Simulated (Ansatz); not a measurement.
BCl, charge +1, doublet, at a GFN2-xTB geometry (the spin is typed, not shown lowest).

Ansatz (a program for electronic structure) was given this input:
Ansatz 0.2 input:
```yaml
crystal:
  periodic: [false, false, false]
  atoms:
    - {symbol: B, position_ang: [-0.00000000, -0.00000000, -1.16598762]}
    - {symbol: Cl, position_ang: [0.00000000, 0.00000000, 0.34293754]}
basis:
  gaussian:
    orbitals: def2-TZVPP
hamiltonian:
  xc: hf
total_charge: 1
magnetization: {spin_polarized: true, initial_magnetization: 1}
```

Problem. What does this run give for the <S^2>, total energy?

Solution. 
The <S^2> comes out as 0.762 and the total energy comes out as -483.821186 Ha.
